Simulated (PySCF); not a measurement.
CF2I, SMILES F[C](F)I (connectivity only; charge and spin as stated), charge +1, multiplicity 1.

Geometry optimised at B3LYP-D3(BJ)/def2-SVP. The multiplicity is an assumed one; other spin states were not compared. The isomer is the one that the SMILES or the coordinates give; other isomers of the formula were not compared. The def2 effective core potentials stand for the cores of I; spin–orbit coupling is left out.

Method: TDDFT-M06-2X/def2-SVPD in PySCF.

Vertical excitations. Isolated molecule, no solvent. State labels are in the subgroup C2v.

Give excitation energies, oscillator strengths and character. (The exact figures need the calculation; the answer reports its results.)


| state | symmetry | energy (eV) | λ (nm) | f | main pairs |
|---|---|---|---|---|---|
| S1 | A2 | 3.64 | 341 | 0.000 | HOMO→LUMO 100 % |
| S2 | A1 | 4.98 | 249 | 0.120 | HOMO−1→LUMO 95 % |
| S3 | B2 | 5.11 | 242 | 0.001 | HOMO→LUMO+1 99 % |
| S4 | B1 | 5.43 | 228 | 0.000 | HOMO−1→LUMO+1 98 % |
| S5 | B1 | 6.99 | 177 | 0.007 | HOMO−2→LUMO 96 % |
| S6 | A2 | 8.57 | 145 | 0.000 | HOMO−3→LUMO 99 % |
| S7 | B2 | 9.05 | 137 | 0.089 | HOMO→LUMO+2 95 % |
| S8 | B1 | 9.49 | 131 | 0.147 | HOMO−1→LUMO+2 96 % |
| S9 | A1 | 9.79 | 127 | 0.015 | HOMO→LUMO+4 54 %, HOMO−2→LUMO+1 36 % |
| S10 | A2 | 10.10 | 123 | 0.000 | HOMO−1→LUMO+4 83 %, HOMO−1→LUMO+6 13 % |
| T1 | A1 | 3.44 | 360 | 0 | HOMO−1→LUMO 99 % |
| T2 | A2 | 3.48 | 356 | 0 | HOMO→LUMO 100 % |
| T3 | B2 | 4.33 | 286 | 0 | HOMO→LUMO+1 99 % |
| T4 | B1 | 4.74 | 261 | 0 | HOMO−1→LUMO+1 98 % |
Triplets are in the Tamm–Dancoff approximation, which puts them higher than full response would, so one can lie above its singlet here.
